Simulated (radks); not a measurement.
These are the eigenvalues of the occupied orbitals of an atom or ion with whole-number occupations (hartree). Calculated with a radial shooting solver on a logarithmic mesh with Libxc functionals: scalar-relativistic Kohn-Sham, PBE, spin-unpolarised, spherical densities, point nucleus.

orbital  eigenvalue
1s         -6.83258

Which element is it, and in what charge state? The configuration may be excited.

Answer. Z = 4, beryllium, charge +3: Be3+ in 1s1. The 1s level, -6.8326 hartree, gives Z - s = 3.7 by -(Z - s)^2/2, which with screening and relativity narrows Z to a few neighbours, and the depths must fix Z and the occupations together.
